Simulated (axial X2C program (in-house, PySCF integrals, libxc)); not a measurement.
## Ω levels of TcSH⁺ from open-shell CI on d5 s0 p(π)0

Calculated with an axial X2C code built on PySCF integrals: two-component X2C with atomic mean-field Coulomb and Gaunt terms, basis Tc dyall-v3z, S dyall-v3z, H dyall-v3z (cores contracted in-house). Orbitals come from Hartree–Fock averaged over the configuration Tc d5 s0 p(π)0; CI then distributes these electrons over the d, s, p(π) shells of Tc.

Tc–S–H held linear, bonds 2.226 and 1.340 Å (the second held) (near the minimum of the configuration average).

Lowest levels of this model:

| Ω | energy (cm⁻¹) | g∥ | configuration |
| --- | --- | --- | --- |
| 1/2 | 0 | 2.00 | 100% d5 |
| 3/2 | 1 | 6.00 | 100% d5 |
| 5/2 | 4 | 10.00 | 100% d5 |
| 5/2 | 17539 | 7.93 | 100% d5 |
| 3/2 | 17796 | 3.95 | 100% d5 |
| 1/2 | 17975 | 0.01 | 100% d5 |
| 1/2 | 18173 | 3.96 | 100% d5 |
| 7/2 | 19071 | 9.66 | 100% d5 |
| 3/2 | 19097 | 5.77 | 100% d5 |
| 1/2 | 19099 | 1.93 | 100% d5 |
| 5/2 | 19136 | 5.69 | 100% d5 |
| 9/2 | 19142 | 11.98 | 100% d5 |
| 7/2 | 19193 | 8.38 | 100% d5 |
| 3/2 | 19236 | 2.07 | 100% d5 |
| 5/2 | 19304 | 4.43 | 100% d5 |
| 7/2 | 21705 | 9.90 | 99% d5 |
| 7/2 | 22027 | 6.05 | 100% d5 |
| 11/2 | 22030 | 13.99 | 100% d5 |
| 9/2 | 22054 | 10.01 | 100% d5 |

g∥ is the magnitude of 2⟨Lz + ge Sz⟩ for the +Ω component.

(1) From Ω and g∥ of the lowest level, whose 2⟨Lz + ge Sz⟩ is positive, find ⟨Sz⟩ and ⟨Lz⟩ (ge = 2.0023).

Occupations of the active spinors in the lowest level by ω, shell by shell in order of energy: -5/2: 0.36; -3/2: 0.63 0.38 0.00; -1/2: 0.45 0.57 0.00 0.00; 1/2: 0.58 0.44 0.00 0.00; 3/2: 0.44 0.57 0.00; 5/2: 0.56. The leading determinant has weight 0.11 among 649.

This point took 1.3 s on 1 thread of Intel(R) Xeon(R) Platinum 8488C (Sapphire Rapids), with other jobs on the host.

Dynamic correlation is missing, so gaps between terms are too wide and other configurations may lie lower; the lowest level listed is that of this model, not necessarily the ground state. For d shells the ligand-field splittings (σ, π, δ) and their order can be off by a thousand cm⁻¹ or more. At most 4 roots were kept for each Ω > 0 (twice that for Ω = 0) within 3.2 eV of the lowest, so higher up levels can be missing between those listed; levels with Ω > 0 are doubly degenerate and listed once, Ω = 0 levels singly. Some active spinors are only partly of the character that their shell is named for, so the shell names and counts are nominal. States that fill the shells left empty in the average are placed too high. The molecule was held linear; bending was not examined. Hydrosulfides and their kin are strongly bent in nature, so this linear model does not describe the real molecule.

Results:

(1) Ω = ⟨Lz⟩ + ⟨Sz⟩ = 1/2 and ⟨Lz⟩ + ge⟨Sz⟩ = 1.000, so ⟨Sz⟩ = 0.50 and ⟨Lz⟩ = 0.00.
